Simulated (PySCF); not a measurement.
Geometry:
| atom | x (Å) | y (Å) | z (Å) |
| --- | --- | --- | --- |
| C1 | -3.112 | -0.449 | -0.331 |
| C2 | -1.878 | 0.426 | -0.194 |
| O3 | -0.760 | -0.418 | 0.003 |
| C4 | 0.464 | 0.265 | 0.164 |
| C5 | 0.852 | 0.962 | -1.057 |
| N6 | 1.141 | 1.496 | -2.025 |
| C7 | 1.541 | -0.762 | 0.541 |
| C8 | 2.871 | -0.099 | 0.872 |
| H9 | -3.245 | -1.045 | 0.568 |
| H10 | -3.990 | 0.170 | -0.484 |
| H11 | -2.993 | -1.121 | -1.177 |
| H12 | -1.982 | 1.109 | 0.665 |
| H13 | -1.738 | 1.037 | -1.098 |
| H14 | 0.374 | 1.027 | 0.963 |
| H15 | 1.658 | -1.457 | -0.292 |
| H16 | 1.170 | -1.326 | 1.398 |
| H17 | 2.767 | 0.574 | 1.721 |
| H18 | 3.237 | 0.475 | 0.022 |
| H19 | 3.612 | -0.854 | 1.121 |

Geometry: GFN2-xTB; GIAO absolute shieldings from PySCF 2.14.0 with density-fitted response routines, gas phase, non-relativistic, averaged over equivalent atoms.

At PBE0/cc-pVDZ (167 basis functions, 21 s wall time on 1 thread of an Arm Neoverse V2, shared host):
| atoms | σ (ppm) |
| --- | --- |
| C5 | 85.2 |
| C4 | 126.4 |
| C2 | 132.0 |
| C7 | 166.6 |
| C1 | 181.9 |
| C8 | 187.2 |
| O3 | 279.4 |
| N6 | -5.7 |
| H13 | 27.65 |
| H14 | 27.97 |
| H12 | 28.33 |
| H16 | 29.87 |
| H15 | 29.89 |
| H9/H10/H11 | 30.51 |
| H17/H18/H19 | 30.69 |

Problem. What do these become at PBE0/pcSseg-1?

Solution. 
```csv
atoms,σ at PBE0/pcSseg-1,change
C5,63.6,-21.6
C4,113.5,-12.9
C2,117.4,-14.6
C7,154.1,-12.5
C1,169.2,-12.7
C8,175.2,-12.0
O3,266.3,-13.1
N6,-41.5,-35.8
H13,27.60,-0.05
H14,27.95,-0.02
H12,28.29,-0.04
H16,29.77,-0.10
H15,29.79,-0.10
H9/H10/H11,30.33,-0.18
H17/H18/H19,30.56,-0.13
```

The largest change is at N6 (nitrile nitrogen). Cost: 191 basis functions, 31 s wall time on 1 thread of an Arm Neoverse V2, shared host. The order of the carbon signals is the same at both levels.
